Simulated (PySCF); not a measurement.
A run for PySCF: R-MP2/6-31G* on C2H8S (a complex), monomers drawn apart or pushed together.

```python
from pyscf import gto, scf, dft, mp
from pyscf.data.elements import chemcore

mol = gto.M(
    atom='''
    S     0.14783482    0.12317471   -0.19878010
    H     0.90338942    0.48977931    0.84802223
    H    -0.29284410   -0.97515933    0.43460213
    C    -0.80078901   -0.13918066    3.45147725
    C     0.72485312   -0.10422232    3.45896452
    H    -1.19996184    0.13954065    2.47460400
    H    -1.21509709    0.55443619    4.18554277
    H    -1.17546961   -1.13600519    3.69265150
    H     1.14501873   -0.81049283    2.73949142
    H     1.12477425   -0.36463622    4.44076392
    H     1.10008875    0.89021430    3.20690233
    ''',
    basis='6-31g*',
    cart=True,
    charge=0, spin=0, verbose=3, max_memory=1800)
mf = scf.RHF(mol)
mf.conv_tol = 1e-8
mf.max_cycle = 100
mf.kernel()
if not mf.converged:
    mf = mf.newton().run(mf.mo_coeff, mf.mo_occ)
pt = mp.MP2(mf, frozen=chemcore(mol)).run()
```

Output:

```
converged SCF energy = -477.891959132304
E(RMP2) = -478.282514870309  E_corr = -0.390555738004651
E(SCS-RMP2) = -478.287836408369  E_corr = -0.39587727606437
```

Self-consistency was reached.

Cost: around 0.4 core-seconds (rough).
